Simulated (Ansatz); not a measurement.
Geometry optimisation, RKS B3LYP-D4/def2-SVP in Ansatz.

Input file:

```yaml
crystal:
  periodic: [false, false, false]
  atoms:
    - { symbol: "N", position_ang: [-1.313, 0.1296, 1.4081] }
    - { symbol: B, position_ang: [-0.1653, -0.023, 0.4845] }
    - { symbol: C, position_ang: [0.6895, -0.9868, -0.4713] }
    - { symbol: C, position_ang: [0.7572, 0.4468, -0.8144] }
    - { symbol: Br, position_ang: [-0.4481, 0.8529, -2.3419] }
    - { symbol: H, position_ang: [-0.9887, 0.4869, 2.3242] }
    - { symbol: H, position_ang: [-1.8762, 0.9833, 1.017] }
    - { symbol: H, position_ang: [0.1529, -1.6498, -1.0984] }
    - { symbol: H, position_ang: [1.6709, -1.3102, 0.0588] }
    - { symbol: H, position_ang: [1.6039, 1.0191, -0.5636] }
basis:
  gaussian: { orbitals: def2-SVP }
hamiltonian:
  xc: b3lyp
  dispersion: d4
relax:
  f_tol: 0.015
  max_steps: 40
```

Command:

```bash
$ ansatz run input.yaml --threads 2 --pin off --max-ram 3072MiB --backend cpu --events-out ev --progress --plain --runs-dir out
```

**Question.** Where does it end, and by what steps?

**Answer.** The forces met the threshold. After 13 steps the energy has fallen by 1.908 eV; H6 moved furthest, 0.88 Å.

| step | energy less start (eV) | largest force component (eV/Å) | accepted |
| --- | --- | --- | --- |
| 0 | 0.0000 | 4.135 | yes |
| 1 | -0.9570 | 2.283 | yes |
| 2 | -1.3707 | 1.878 | yes |
| 3 | -1.5644 | 1.476 | yes |
| 4 | -1.7278 | 1.821 | yes |
| 5 | -1.6044 | 2.341 | no |
| 6 | -1.8538 | 1.076 | yes |
| 7 | -1.9008 | 0.165 | yes |
| 8 | -1.8957 | 0.230 | no |
| 9 | -1.9066 | 0.042 | yes |
| 10 | -1.9073 | 0.062 | yes |
| 11 | -1.9079 | 0.045 | yes |
| 12 | -1.9082 | 0.017 | yes |
| 13 | -1.9083 | 0.008 | yes |

```xyz
10
Properties=species:S:1:pos:R:3
N -1.110 0.412 1.376
B -0.179 0.082 0.418
C 0.710 -0.959 -0.289
C 0.590 0.480 -0.849
Br -0.370 0.764 -2.524
H -1.429 -0.236 2.088
H -1.561 1.320 1.412
H 0.222 -1.762 -0.855
H 1.711 -1.238 0.064
H 1.500 1.087 -0.838
```

Run time: 46 s on 2 threads of Arm Neoverse V2 (shared host), peak memory 0.27 GiB.
